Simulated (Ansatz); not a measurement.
Relaxation of CH7BO2S (12 atoms, charge 0, multiplicity 1), to a largest force component of 0.03 eV/Å in at most 50 steps.

Method: Ansatz 0.2.0, RHF/def2-SVP.

```xyz
12
Properties=species:S:1:pos:R:3
B -0.692 -0.433 0.057
C 0.078 -0.086 1.405
O -0.297 -1.522 -0.655
O -1.766 0.326 -0.286
H 1.271 1.291 -0.132
S 1.351 1.503 -1.462
H 1.108 -0.453 1.406
H 0.065 0.981 1.635
H -0.440 -0.586 2.234
H -0.773 -1.705 -1.448
H -2.191 0.117 -1.100
H 2.287 0.568 -1.653
```

Q: Where does it end, and by what steps?

A: The run converged. The force dipped under the threshold on the way, but the program's further checks kept it going. After 45 steps the energy has fallen by 0.270 eV; H5 moved furthest, 2.70 Å.

```tsv
step	energy less start (eV)	largest force component (eV/Å)	accepted
0	0.0000	0.681	yes
2	-0.1382	0.373	yes
4	-0.1663	0.120	yes
6	-0.1704	0.068	yes
8	-0.1737	0.355	no
10	-0.1775	0.087	yes
12	-0.1803	0.167	yes
14	-0.1828	0.112	yes
16	-0.1843	0.110	yes
18	-0.1863	0.062	yes
20	-0.1889	0.146	yes
22	-0.1979	0.346	yes
24	-0.2179	0.275	yes
26	-0.2290	0.085	yes
28	-0.2420	0.239	yes
30	-0.2396	0.443	no
32	-0.2532	0.018	yes
34	-0.2581	0.278	yes
36	-0.2627	0.261	yes
38	-0.2664	0.059	yes
40	-0.2625	0.252	no
42	-0.2692	0.060	yes
44	-0.2695	0.048	yes
45	-0.2695	0.027	yes
```

```xyz
12
Properties=species:S:1:pos:R:3
B -0.408 -0.385 0.655
C -0.732 -0.818 2.139
O 0.408 -1.166 -0.103
O -0.967 0.751 0.157
H 1.170 2.391 -2.596
S 0.999 1.182 -3.136
H 0.069 -1.417 2.573
H -0.929 0.043 2.779
H -1.638 -1.435 2.140
H 0.543 -0.868 -0.989
H -0.761 0.942 -0.744
H 2.245 0.780 -2.874
```

Run time: 44 s on 2 threads of Intel(R) Xeon(R) 6975P-C (Granite Rapids) (shared host), peak memory 0.24 GiB.
